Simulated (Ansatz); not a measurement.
LaBr₃. The state is a singlet with charge 0. Geometry PBE0-D4/def2-SVP, basis def2-TZVP, Ansatz.

```tsv
atom	x (Å)	y (Å)	z (Å)
La1	0.1301	-0.2529	0.1285
Br2	-0.7514	0.9764	2.4305
Br3	-1.7433	-1.5068	-1.4545
Br4	2.3647	0.7833	-1.1045
```

| run | HOMO (eV) | LUMO (eV) |
| --- | --- | --- |
| A | -7.91 | -3.04 |
| B | -11.18 | -0.66 |
| C | -9.43 | -2.40 |
| D | -7.46 | -3.26 |
| E | -10.53 | -1.59 |
| F | -7.12 | -3.58 |

In the def2 sets La takes a core potential; there is no spin–orbit coupling.

The runs used BHLYP, HF, PBE, r2SCAN, r2SCANh, ωB97M-V. Estimate which is which.

A r2SCANh (10 % exact exchange); B HF (100 % exact exchange); C BHLYP (50 % exact exchange); D r2SCAN (0 % exact exchange); E ωB97M-V (range-separated); F PBE (0 % exact exchange). Exact exchange lowers occupied and raises empty levels; among semilocal functionals meta-GGAs tend to open the gap a little, and such runs are hard to tell apart. The gap grows from 3.54 eV (PBE) to 10.52 eV (HF).
